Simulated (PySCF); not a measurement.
## Where the electron goes

C5H11FOSi.
Atom-mapped SMILES: `[CH2:1]=[C:2]([CH2:3][CH2:4][F:5])[SiH2:6][O:7][CH3:8]` (hydrogens: H9, H10 on C1; H11, H12 on C3; H13, H14 on C4; H15, H16 on Si6; H17, H18, H19 on C8)

Structure used (GFN2-xTB), in Å, numbered top down from 1:
```xyz
19
C5H11FOSi angstrom
C     -0.336   -1.296   -1.646
C     -0.437   -0.988   -0.360
C     -1.755   -0.517    0.198
C     -1.679    0.928    0.679
F     -1.382    1.769   -0.370
Si     1.060   -1.050    0.808
O      1.686    0.422    1.090
C      2.109    1.387    0.169
H     -1.172   -1.230   -2.327
H      0.593   -1.630   -2.078
H     -2.536   -0.595   -0.563
H     -2.035   -1.133    1.054
H     -0.889    1.065    1.422
H     -2.640    1.267    1.082
H      2.042   -1.951    0.198
H      0.685   -1.387    2.176
H      2.980    1.034   -0.388
H      1.313    1.628   -0.538
H      2.381    2.284    0.727
```

Level of theory: TDDFT PBE0/def2-SVPD, vertical, gas phase, core orbitals frozen in the response in PySCF 2.14.0, density-fitted response routines.

Kohn–Sham orbitals with the atoms that hold most of them (Löwdin shares over 4%, at most four atoms; ? is withheld):

| orbital | ε (eV) | atoms |
| --- | --- | --- |
| LUMO+2 | 0.90 | Si6 18%, C8 13%, H15 10%, C2 8% |
| LUMO+1 | 0.66 | Si6 21%, C1 10%, C3 8%, H12 7% |
| LUMO | -0.57 | ? |
| HOMO | -7.85 | ? |
| HOMO-1 | -7.90 | O7 38%, C2 13%, Si6 12%, C8 8% |
| HOMO-2 | -8.50 | O7 41%, Si6 13%, C8 10%, H16 8% |
| HOMO-3 | -9.36 | O7 24%, C8 13%, C2 12%, Si6 11% |

(1) Which atoms hold the LUMO, and with what shares?

(2) Give the leading atoms of the HOMO.

(3) How does S1 compare with the orbital gap of 7.27 eV?

(4) Give energy, strength and leading configuration of S1, S2, S3 and S5, and follow the Löwdin shares of the leading atoms from the occupied to the empty orbital.

Results:

(1) C1 (bonded to C and 2 H) 31%; C2 (bonded to 2 C and Si) 26%; Si6 (bonded to C, O and 2 H) 14%; H9 (bonded to C) 5%. By element: carbon 57% or more, silicon 14%, hydrogen 5% or more.

(2) C1 (bonded to C and 2 H) 36%; C2 (bonded to 2 C and Si) 34%; C3 (bonded to 2 C and 2 H) 7%; C4 (bonded to C, F and 2 H) 4%.

(3) S1 is at 5.94 eV (f = 0.0009), 1.33 eV below the gap, made of HOMO-1→LUMO (94%). Its leading pair isn't HOMO and LUMO; the energies of that pair differ by 7.33 eV. Without the coupling terms of the response equations the lowest excitation would equal the gap.

(4) 
- S1 (5.94 eV, f 0.0009), HOMO-1→LUMO (94%): O7 38% → at most 5%, C2 13% → 26%, C1 at most 8% → 31%
- S2 (6.64 eV, f 0.013), HOMO-2→LUMO (84%): O7 41% → at most 5%, Si6 13% → 14%, C1 at most 8% → 31%, C2 at most 8% → 26%
- S3 (6.76 eV, f 0.228), HOMO→LUMO (82%): C1 36% → 31%, C2 34% → 26%
- S5 (7.42 eV, f 0.013), HOMO→LUMO+1 (89%): C1 36% → 10%, C2 34% → at most 7%, Si6 at most 5% → 21%

One conformer stands for the species.
